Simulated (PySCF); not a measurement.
The multiplicity is imposed and other spin states were not computed.

**[Zn(OH)(OCH3)] (charge 0, multiplicity 1)**

Level of theory: TPSSh-D3(BJ)/def2-TZVP // PBE-D3(BJ)/def2-SVP (PySCF).

```json
{
  "HOMO": "-6.69 eV",
  "dipole_moment": "1.75 D",
  "HOMO–LUMO gap": "5.20 eV",
  "LUMO": "-1.49 eV",
  "charge on the central atom (Mulliken)": "0.58 e",
  "charge on the central atom (meta-Löwdin)": "1.28 e",
  "total_energy": "-53618.70 eV",
  "cost": "very roughly 2.2 core-minutes"
}
```

```xyz
8

Zn     0.2309    -0.0128     0.1045
O      1.4933     0.7333    -0.9041
H      1.1383     1.4932    -1.4025
O     -0.9654    -0.9663     1.0192
C     -1.2785    -0.7163     2.3653
H     -0.4079    -0.8137     3.0624
H     -2.0356    -1.4623     2.7021
H     -1.7278     0.2927     2.5489
```
Charge 0, spin multiplicity 1.
